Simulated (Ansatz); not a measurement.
Geometry optimisation, Ansatz 0.2.0, RHF/def2-SVP.

input.yaml

```yaml
crystal:
  periodic: [false, false, false]
  atoms:
    - { symbol: "N", position_ang: [-1.1543, -1.7357, -0.041] }
    - { symbol: C, position_ang: [-0.1207, -0.8365, -0.4761] }
    - { symbol: C, position_ang: [1.0992, -1.1975, 0.3408] }
    - { symbol: C, position_ang: [1.3625, 0.3335, 0.5054] }
    - { symbol: "N", position_ang: [-0.1613, 0.4419, 0.2095] }
    - { symbol: Si, position_ang: [-0.884, 1.891, -0.3629] }
    - { symbol: H, position_ang: [-0.78321, -2.42335, 0.61191] }
    - { symbol: H, position_ang: [-1.415, -2.32491, -0.87365] }
    - { symbol: H, position_ang: [0.0612, -0.775, -1.5151] }
    - { symbol: H, position_ang: [1.9382, -1.705, -0.162] }
    - { symbol: H, position_ang: [0.9503, -1.7142, 1.3292] }
    - { symbol: H, position_ang: [1.9699, 0.7794, -0.2265] }
    - { symbol: H, position_ang: [1.5518, 0.6856, 1.4871] }
    - { symbol: H, position_ang: [-0.7053, 2.967, 0.6497] }
    - { symbol: H, position_ang: [-0.2327, 2.2142, -1.6405] }
    - { symbol: H, position_ang: [-2.3227, 1.655, -0.5536] }
basis:
  gaussian: { orbitals: def2-SVP }
hamiltonian:
  xc: hf
relax:
  f_tol: 0.015
  max_steps: 40
output:
  orbitals: {}
```

Run as:

```bash
$ ansatz run input.yaml --threads 2 --pin off --max-ram 3072MiB --backend cpu --events-out ev --progress --plain --runs-dir out
```

Task: Where does it end, and by what steps?

Result: It converged. The force dipped under the threshold on the way, but the program's further checks kept it going. After 27 steps the energy has fallen by 1.184 eV; H15 moved furthest, 1.22 Å.

| step | energy less start (eV) | largest force component (eV/Å) | accepted |
| --- | --- | --- | --- |
| 0 | 0.0000 | 4.743 | yes |
| 1 | -0.9167 | 1.794 | yes |
| 2 | -1.0153 | 0.733 | yes |
| 3 | -1.0835 | 0.306 | yes |
| 4 | -1.1285 | 0.210 | yes |
| 5 | -1.1554 | 0.243 | yes |
| 6 | -1.1647 | 0.140 | yes |
| 7 | -1.1671 | 0.060 | yes |
| 8 | -1.1679 | 0.025 | yes |
| 9 | -1.1685 | 0.073 | yes |
| 10 | -1.1662 | 0.357 | no |
| 11 | -1.1692 | 0.043 | yes |
| 12 | -1.1697 | 0.108 | yes |
| 13 | -1.1704 | 0.081 | yes |
| 14 | -1.1717 | 0.014 | yes |
| 15 | -1.1732 | 0.050 | yes |
| 16 | -1.1687 | 0.323 | no |
| 17 | -1.0266 | 2.037 | no |
| 18 | -1.1739 | 0.019 | yes |
| 19 | -1.1757 | 0.039 | yes |
| 20 | -1.1761 | 0.188 | yes |
| 21 | -1.1780 | 0.081 | yes |
| 22 | -1.1796 | 0.033 | yes |
| 23 | -1.1812 | 0.078 | yes |
| 24 | -1.1822 | 0.061 | yes |
| 25 | -1.1833 | 0.047 | yes |
| 26 | -1.1837 | 0.038 | yes |
| 27 | -1.1839 | 0.014 | yes |

```xyz
16
Properties=species:S:1:pos:R:3
N -1.175 -1.533 -0.453
C 0.098 -0.894 -0.604
C 1.279 -1.228 0.344
C 1.302 0.266 0.720
N 0.125 0.472 -0.115
Si -0.951 1.795 -0.376
H -1.428 -1.650 0.512
H -1.218 -2.424 -0.912
H 0.372 -0.976 -1.662
H 2.179 -1.620 -0.129
H 0.994 -1.889 1.164
H 2.191 0.804 0.379
H 1.162 0.487 1.782
H -0.214 3.041 -0.042
H -1.384 1.834 -1.794
H -2.176 1.770 0.466
```

Time of the run: 80 s on 2 threads of Arm Neoverse V1, on a shared host, peak memory 0.37 GiB.
